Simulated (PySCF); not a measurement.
## Does the structure fit the spectrum?

A compound C₈H₁₀S gives the data below (simulated from a calculation) and was assigned the structure `CSc1ccc(C)cc1`.

¹³C{¹H} NMR (computed): δ 147.5 (C), 143.0 (C), 134.3 (CH), 131.3 (CH), 129.1 (CH), 121.8 (CH), 23.3 (CH3), 16.7 (CH3).

¹H NMR (300 MHz, computed): δ 7.32 (m, 1H), 7.07 (s, 1H), 6.96 (d, 1H), 6.58 (d, 1H), 2.33 (s, 3H), 2.23 (s, 3H).

PySCF 2.14.0 with density-fitted response routines calculation with shielding tensors at PBE0/pcSseg-1 (GIAO) and structure optimised with PBE0-D3(BJ)/def2-SVP; averaged over atoms made equivalent by symmetry, fast rotation or ring inversion, non-relativistic Hamiltonian, one conformer, no solvent.

Referencing at the same level of theory: ¹H (31.27 ppm), ¹³C (184.41 ppm) against TMS.

**Question.** Compare with the shifts computed for the proposed structure, pairing carbons in order of shift.

**Answer.** Atoms are numbered as in `[CH3:1][S:2][c:3]1[cH:4][cH:5][c:6]([CH3:7])[cH:8][cH:9]1`; H(Xn) means a hydrogen on atom n.

```tsv
atom	computed for proposal	given list	difference
C3	144.1	147.5	-3.4
C6	137.0	143.0	-6.0
C5	134.9	134.3	+0.6
C8	134.9	131.3	+3.6
C4	127.8	129.1	-1.3
C9	127.8	121.8	+6.0
C7	22.5	23.3	-0.8
C1	16.8	16.7	+0.1
```

The rms difference is 3.5 ppm and the largest -6.0 ppm at C6 (substituted aromatic carbon). The proposal also would give 6 carbon signals, not 8. The proposal doesn't fit.

**Question.** Which isomer fits?

**Answer.** 3-methylthioanisole (SMILES c1(SC)cccc(C)c1).

Carbon types of the structure: 2 × C, 4 × CH, 2 × CH3, which accounts for all hydrogens. δC 147.5: aromatic carbon bearing sulfur. δC 143.0: substituted aromatic carbon. δC 134.3, 131.3, 129.1, 121.8: aromatic CH. δH 7.32, 7.07, 6.96, 6.58: hydrogen on an aromatic CH; it sits in the deshielding region of the aromatic ring current.

This is the structure that produced the data.

Shifts are as computed. Against solution values, carbons near 30 ppm lie about +2 ppm off and those near 130 ppm about +5 ppm; carbons on S a further +3 ppm. Of 1211 compounds with measured shifts, 218 miss one by over three times the rms of a fit or turn the order of signals round; such compounds aren't used in these exercises. No couplings were computed; multiplicities are counted from neighbouring protons, with m where these are inequivalent, close in shift, in a saturated or five-membered ring or joined by F or P, and br s for small geminal =CH2 splittings.
